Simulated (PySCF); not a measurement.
Record of a relaxation.

Compound: C₃H₉Al.
Atom-mapped SMILES: `[CH3:1][CH2:2][CH2:3][AlH2:4]` (hydrogens: H5, H6, H7 on C1; H8, H9 on C2; H10, H11 on C3; H12, H13 on Al4)

Method: PBE0-D3(BJ)/def2-SVP geometry optimisation, gas phase (PySCF 2.14.0); density fitting, grid level 1; the optimiser is geomeTRIC in internal coordinates, started from a GFN2-xTB structure. The frame can shift and turn from step to step; on so coarse a grid that alone can change the energy by a few meV, and forces under 0.02 eV/Å are noise.

Step 0: E = -9842.8380 eV, largest atomic force 0.932 eV/Å
```
atom  x, y, z in Å  |  force x, y, z in eV/Å
C1     -1.212    0.252   -1.042    0.113  -0.199   0.581
C2     -0.821   -0.349    0.298    0.468  -0.055  -0.416
C3      0.621   -0.890    0.247   -0.323   0.513   0.083
Al4     1.763    0.717   -0.104   -0.267  -0.868   0.210
H5     -0.477    1.021   -1.318    0.032   0.325  -0.248
H6     -2.197    0.713   -1.002   -0.350   0.283  -0.111
H7     -1.213   -0.506   -1.822    0.015  -0.265  -0.369
H8     -0.884    0.434    1.064   -0.138   0.109   0.260
H9     -1.529   -1.136    0.572   -0.262  -0.199   0.142
H10     0.686   -1.666   -0.530    0.160  -0.032  -0.185
H11     0.832   -1.416    1.189    0.299   0.048   0.156
H12     3.121    0.721   -0.851    0.562  -0.135  -0.377
H13     1.305    2.106    0.421   -0.309   0.474   0.275
```

Step 1: E = -9842.9460 eV, largest atomic force 0.233 eV/Å
```
atom  x, y, z in Å  |  force x, y, z in eV/Å
C1     -1.272    0.247   -1.045    0.019  -0.035   0.053
C2     -0.840   -0.350    0.286    0.182   0.068  -0.109
C3      0.620   -0.829    0.244   -0.224   0.035  -0.056
Al4     1.841    0.694   -0.074   -0.013  -0.112   0.055
H5     -0.595    1.069   -1.345   -0.041   0.036  -0.025
H6     -2.288    0.666   -1.007   -0.038   0.007  -0.024
H7     -1.242   -0.508   -1.846   -0.008   0.000  -0.043
H8     -0.950    0.419    1.069   -0.065  -0.035   0.073
H9     -1.521   -1.177    0.554   -0.005   0.020   0.036
H10     0.727   -1.595   -0.548    0.094   0.006   0.033
H11     0.866   -1.349    1.188    0.130   0.038  -0.009
H12     3.241    0.591   -0.829    0.001  -0.077  -0.018
H13     1.407    2.124    0.476   -0.033   0.050   0.034
```

Step 2: E = -9842.9586 eV, largest atomic force 0.231 eV/Å
```
atom  x, y, z in Å  |  force x, y, z in eV/Å
C1     -1.292    0.247   -1.050    0.051  -0.007   0.035
C2     -0.839   -0.346    0.278    0.071  -0.045  -0.047
C3      0.625   -0.812    0.242   -0.204   0.090  -0.063
Al4     1.851    0.698   -0.059    0.069  -0.053  -0.001
H5     -0.646    1.094   -1.352   -0.018   0.005   0.006
H6     -2.321    0.636   -1.006   -0.010  -0.020   0.005
H7     -1.246   -0.500   -1.858    0.003   0.001  -0.003
H8     -0.970    0.412    1.071   -0.011  -0.023   0.020
H9     -1.505   -1.185    0.544   -0.037   0.012   0.018
H10     0.757   -1.575   -0.547    0.036   0.005   0.005
H11     0.889   -1.327    1.184    0.041   0.033   0.023
H12     3.245    0.513   -0.812    0.012   0.010   0.001
H13     1.448    2.144    0.485   -0.001  -0.008   0.001
```

Step 3: E = -9842.9639 eV, largest atomic force 0.105 eV/Å
```
atom  x, y, z in Å  |  force x, y, z in eV/Å
C1     -1.308    0.246   -1.050    0.012   0.035  -0.011
C2     -0.843   -0.344    0.273    0.003  -0.073   0.011
C3      0.621   -0.795    0.237   -0.071   0.058  -0.052
Al4     1.872    0.692   -0.057    0.041   0.013  -0.001
H5     -0.687    1.112   -1.348   -0.005  -0.010   0.021
H6     -2.347    0.608   -1.002   -0.001  -0.022   0.001
H7     -1.247   -0.493   -1.864    0.007   0.001   0.010
H8     -0.988    0.403    1.074    0.024  -0.001  -0.007
H9     -1.502   -1.191    0.538   -0.015   0.002   0.000
H10     0.770   -1.560   -0.548   -0.015  -0.017  -0.003
H11     0.897   -1.302    1.181    0.007   0.016   0.026
H12     3.271    0.480   -0.796   -0.001   0.006   0.013
H13     1.487    2.145    0.483    0.014  -0.007  -0.008
```

Step 4: E = -9842.9667 eV, largest atomic force 0.088 eV/Å
```
atom  x, y, z in Å  |  force x, y, z in eV/Å
C1     -1.324    0.246   -1.048   -0.019   0.037  -0.025
C2     -0.849   -0.347    0.269   -0.053  -0.047   0.051
C3      0.617   -0.779    0.229    0.050   0.020  -0.041
Al4     1.891    0.692   -0.058   -0.010   0.002   0.003
H5     -0.724    1.130   -1.334    0.003  -0.005   0.015
H6     -2.373    0.578   -0.999    0.001  -0.014  -0.003
H7     -1.243   -0.484   -1.870    0.010   0.001   0.005
H8     -1.002    0.392    1.075    0.022   0.014  -0.011
H9     -1.499   -1.202    0.531    0.004   0.001  -0.011
H10     0.775   -1.548   -0.550   -0.022  -0.017   0.005
H11     0.902   -1.277    1.177   -0.004   0.002   0.010
H12     3.294    0.445   -0.776    0.002   0.009   0.013
H13     1.530    2.155    0.473    0.015  -0.004  -0.011
```

Step 5: E = -9842.9677 eV, largest atomic force 0.058 eV/Å
```
atom  x, y, z in Å  |  force x, y, z in eV/Å
C1     -1.333    0.248   -1.045   -0.010   0.014  -0.013
C2     -0.853   -0.350    0.268   -0.041  -0.008   0.038
C3      0.616   -0.772    0.224    0.052  -0.002  -0.025
Al4     1.900    0.691   -0.062   -0.026  -0.003   0.006
H5     -0.745    1.143   -1.320    0.001   0.001   0.006
H6     -2.387    0.562   -0.997    0.000  -0.006  -0.002
H7     -1.237   -0.474   -1.873    0.008   0.002  -0.001
H8     -1.008    0.386    1.077    0.015   0.008  -0.006
H9     -1.497   -1.210    0.527    0.009   0.001  -0.010
H10     0.775   -1.546   -0.550   -0.017  -0.010   0.008
H11     0.904   -1.264    1.175   -0.002  -0.003  -0.001
H12     3.309    0.427   -0.761    0.004   0.002   0.008
H13     1.551    2.160    0.458    0.006   0.004  -0.008
```

Step 6: E = -9842.9682 eV, largest atomic force 0.027 eV/Å
```
atom  x, y, z in Å  |  force x, y, z in eV/Å
C1     -1.338    0.252   -1.042    0.000  -0.006   0.002
C2     -0.855   -0.353    0.268   -0.009   0.020   0.008
C3      0.615   -0.769    0.220    0.021  -0.017  -0.001
Al4     1.904    0.689   -0.068   -0.016  -0.003   0.003
H5     -0.758    1.156   -1.304   -0.004   0.006  -0.001
H6     -2.396    0.551   -0.995   -0.002   0.000  -0.002
H7     -1.229   -0.462   -1.875    0.003   0.002  -0.003
H8     -1.009    0.380    1.080    0.003  -0.001   0.001
H9     -1.495   -1.217    0.524    0.001   0.001  -0.004
H10     0.772   -1.549   -0.549   -0.005  -0.001   0.004
H11     0.907   -1.256    1.173    0.005  -0.005  -0.007
H12     3.320    0.414   -0.747    0.005  -0.002   0.004
H13     1.561    2.165    0.436   -0.003   0.005  -0.005
```

Step 7: E = -9842.9684 eV, largest atomic force 0.028 eV/Å
```
atom  x, y, z in Å  |  force x, y, z in eV/Å
C1     -1.340    0.256   -1.038    0.007  -0.010   0.007
C2     -0.856   -0.354    0.269    0.014   0.022  -0.011
C3      0.616   -0.771    0.217   -0.007  -0.018   0.014
Al4     1.903    0.687   -0.073   -0.001   0.002  -0.002
H5     -0.765    1.165   -1.293   -0.005   0.005  -0.002
H6     -2.400    0.548   -0.993   -0.002   0.002  -0.001
H7     -1.224   -0.452   -1.876    0.000   0.001  -0.002
H8     -1.008    0.376    1.083   -0.003  -0.005   0.004
H9     -1.494   -1.219    0.522   -0.004   0.001   0.002
H10     0.769   -1.554   -0.549    0.000   0.005  -0.003
H11     0.909   -1.255    1.171    0.005  -0.004  -0.007
H12     3.326    0.408   -0.736    0.003  -0.004   0.003
H13     1.558    2.167    0.416   -0.007   0.003  -0.003
```

**Question.** Summarise the path.

**Answer.** The energy falls by 12.58 kJ/mol from step 0 to step 7; nine tenths of that is first reached at step 2. It falls at every step. The largest force goes from 0.932 to 0.028 eV/Å. Among the bonds Al4–H12 changes most, from 1.550 to 1.595 Å; the atoms move by 0.203 Å rms after alignment.

**Question.** Follow the three bonds and two angles with the largest change from start to end.

**Answer.** 
```csv
step,E above end (kJ/mol),largest force (eV/Å),Al4–H12 (Å),Al4–H13 (Å),C3–Al4 (Å),C2–C3–Al4 (°),Al4–C3–H11 (°)
0,12.58,0.932,1.550,1.554,2.002,104.9,115.1
1,2.16,0.233,1.594,1.592,1.978,110.5,111.2
2,0.95,0.231,1.595,1.597,1.968,111.4,109.8
3,0.43,0.105,1.596,1.598,1.966,112.9,108.4
4,0.17,0.088,1.595,1.597,1.968,114.4,107.1
5,0.07,0.058,1.595,1.597,1.968,115.2,106.5
6,0.02,0.027,1.595,1.596,1.967,115.6,106.2
7,0.00,0.028,1.595,1.596,1.967,115.6,106.1
```

The cost below is that of the whole optimisation. Time: 19 s wall; peak memory 0.53 GiB. Hardware: Arm Neoverse V1, one thread, shared host with 32 logical CPUs at a one-minute load of 8.3.
